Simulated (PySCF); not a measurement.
Geometry (Å), atoms numbered from 1 in this order:
```xyz
17

C    -1.455    2.181   -0.427
O    -0.569    1.125   -0.743
C    -0.288    0.269    0.264
O    -0.845    0.456    1.473
C    -0.378   -0.551    2.260
C     0.455   -1.350    1.553
C     0.529   -0.827    0.229
Si    1.498   -1.453   -1.242
O     1.224   -0.477   -2.512
H    -1.565    2.761   -1.341
H    -2.428    1.795   -0.111
H    -1.047    2.810    0.368
H    -0.721   -0.564    3.274
H     0.970   -2.219    1.909
H     1.046   -2.798   -1.606
H     2.932   -1.416   -0.950
H     0.637    0.270   -2.406
```

Theoretical values (PySCF 2.14): shielding tensors at PBE0/pcSseg-1 (GIAO), geometry: GFN2-xTB. Non-relativistic, in vacuum, one computed conformer, averaged over atoms made equivalent by symmetry, fast rotation or ring inversion.

δ = σ(ref) − σ, references computed at the same level: TMS for 13C (σref 186.93).

Do the 13C shifts follow the atomic charges (in e)? Tabulate both.

Results:


| atoms | hybridisation | δ (ppm) | σ para (ppm) | Hirshfeld | IAO | Mulliken | ESP-fitted |
| --- | --- | --- | --- | --- | --- | --- | --- |
| C3 | sp2 | 171.8 | -242 | +0.14 | +0.36 | +0.49 | +0.62 |
| C5 | sp2 | 137.4 | -202 | -0.01 | -0.03 | +0.17 | -0.22 |
| C6 | sp2 | 121.3 | -190 | -0.09 | -0.20 | -0.15 | -0.15 |
| C7 | sp2 | 90.4 | -163 | -0.17 | -0.43 | -0.44 | -0.56 |
| C1 | sp3 | 56.4 | -113 | -0.03 | -0.21 | -0.02 | -0.27 |

Correlation coefficients of δ with charge over these carbons: Hirshfeld +0.66, IAO +0.80, Mulliken +0.70, ESP-fitted +0.76; with the paramagnetic shielding -0.99. Among the 4 sp2 carbons alone: Hirshfeld +0.99, IAO +0.99, Mulliken +0.99, ESP-fitted +0.94. With so few points, grouped by hybridisation, these coefficients are fragile. Charge is one influence among several: hybridisation and low-lying excitations act through the paramagnetic term.

Shifts are as computed. Against solution values, carbons near 30 ppm lie about +3 ppm off and those near 130 ppm about +5 ppm. Of 1309 compounds with measured shifts, 239 miss one by over three times the rms of a fit or turn the order of signals round; such compounds aren't used in these exercises.
